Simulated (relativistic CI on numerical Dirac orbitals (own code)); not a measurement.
A reference radial Dirac CI calculation of B II gave the lowest total energy -24.29649 Ha in 45 SCF steps, from this input:

```
atom B  Z=5  charge=1  electrons=4
nucleus A=11  rms_radius_fm=2.4060
hamiltonian dirac-coulomb  breit=on  qed=on  c_scale=1
orbitals kli  potential=per-configuration
slater_scale 1
correlation none
mixing on
grid step=0.0125 r_max=51.4
scf mixing=0.4 start=green max_iterations=150 tolerance=2e-08 node_fill=0.05
configurations
  [He] 2s2
  [He] 2s 2p
  [He] 2p2
  [He] 2s 3s
  [He] 2p 3s
end
```

One setting was then changed (and the iteration limit cut to 52), and the output read:

```
SCF 1: [He] 2s2
 iter      energy (Ha)   residual   last orbital (Ha)
    1       -24.141598   4.13e-01     -1.05833
    2       -24.216162   2.19e-01     -0.95907
    3       -24.244282   4.95e-03     -0.86809
    4       -24.244351   2.17e-03     -0.87137
    5       -24.244357   8.99e-05     -0.87074
    6       -24.244356   4.16e-06     -0.87060
    7       -24.244356   1.77e-06     -0.87060
    8       -24.244356   1.75e-08     -0.87060
SCF 2: [He] 2s 2p
 iter      energy (Ha)   residual   last orbital (Ha)
    1       -23.943894   4.26e-01     -0.85825
    2       -24.040338   2.21e-01     -0.76670
    3       -24.073014   5.20e-03     -0.69661
    4       -24.073067   2.31e-03     -0.69795
    5       -24.073084   9.31e-05     -0.69884
    6       -24.073085   2.08e-06     -0.69883
    7       -24.073085   9.37e-07     -0.69883
    8       -24.073085   2.35e-08     -0.69883
    9       -24.073085   2.53e-09     -0.69883
SCF 3: [He] 2p2
 iter      energy (Ha)   residual   last orbital (Ha)
    1       -23.640252   4.68e-01     -0.85825
    2       -23.774300   2.31e-01     -0.74239
    3       -23.813182   6.28e-03     -0.66348
    4       -23.813220   2.93e-03     -0.67366
    5       -23.813229   1.39e-04     -0.67199
    6       -23.813233   2.40e-05     -0.67178
    7       -23.813233   1.12e-06     -0.67180
    8       -23.813233   4.40e-08     -0.67180
    9       -23.813233   8.92e-09     -0.67180
SCF 4: [He] 2s 3s
 iter      energy (Ha)   residual   last orbital (Ha)
    1       -23.653544   3.23e-01     -0.33822
    2       -23.684781   1.75e-01     -0.32714
      ... 7 steps not shown
SCF 5: [He] 2p 3s
 iter      energy (Ha)   residual   last orbital (Ha)
    1       -23.408095   3.74e-01     -0.33822
    2       -23.453262   1.95e-01     -0.32424
    3       -23.467277   9.58e-03     -0.31147
    4       -23.468011   1.42e-03     -0.31040
    5       -23.468106   2.40e-04     -0.31023
    6       -23.468127   1.14e-05     -0.31023
    7       -23.468128   5.30e-06     -0.31023
    8       -23.468128   1.31e-07     -0.31023
    9       -23.468128   2.84e-08     -0.31023
   10       -23.468128   1.79e-09     -0.31023
orbital energies (Ha): 1s -7.4466  2s -0.8706
configuration averages (Ha): Dirac-Coulomb, Breit, QED
  2s2                            -24.244356    0.001482    0.000848
  2s 2p                          -24.073085    0.001461    0.000825
  2p2                            -23.813233    0.001442    0.000801
  2s 3s                          -23.698045    0.001441    0.000836
  2p 3s                          -23.468128    0.001421    0.000807
levels: no., configuration, term, J, E (cm-1), weight
   1 2s2                    1S   0                0.0  0.74
   2 2s 2p                  3P*  0            97662.1  1.00
   3 2s 2p                  3P*  1            97669.1  1.00
   4 2s 2p                  3P*  2            97687.3  1.00
   5 2p2                    3P   0           181992.9  1.00
   6 2p2                    3P   1           182001.1  1.00
   7 2p2                    3P   2           182013.4  1.00
   8 2s 3s                  3S   1           228633.8  1.00
   9 2p2                    1D   2           242661.0  1.00
  10 2s 3s                  1S   0           262884.4  0.99
  11 2p 3s                  3P*  0           284161.6  1.00
  12 2p 3s                  3P*  1           284171.4  1.00
  13 2p 3s                  3P*  2           284191.8  1.00
  14 2p 3s                  1P*  1           299000.3  0.97
lowest total energy -24.778504 Ha
end: converged
```

Which setting was changed?
A. QED terms
B. Slater scale
C. speed of light
D. Breit term

B. The Slater scale 5. This setting is bad on purpose; its numbers may not be properties of the ion.
